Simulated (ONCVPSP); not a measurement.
## Pseudopotential generation for hydrogen (H): ONCV, PBE, scalar-relativistic.

hydrogen, optimised norm-conserving Vanderbilt (ONCV), made with ONCVPSP 4.0.1 (PBE, scalar-relativistic). Core none, reference 1s1. Waves: 1s: rc 1.35 bohr, ncon 4, nbas 7, qcut 3.8 1/bohr, 1 projector; p scattering state at 0.1 Ha: rc 1.25 bohr, ncon 4, nbas 7, qcut 6.3 1/bohr, 2 projectors, debl 3.8 Ha. Local part: polynomial inside 1.25 bohr (lpopt 5, dvloc0 0 Ha). Core correction: none.

Poles of the logarithmic derivatives, all-electron (AE) and pseudo (PS). s: poles at 1.0 (AE) and 1.0 (PS) Ha. p: poles at no energy (AE) and no energy (PS) Ha. Test radii: s 1.37, p 1.27 bohr.

- Cutoffs needed: 23 Ha and 60 Ha (the cutoffs (Ha) at which the residual kinetic energy of the hardest occupied pseudo-wave falls to 1 and 0.1 mHa per electron)
- Ghost test: no bound ghost flagged; no localised positive-energy state flagged
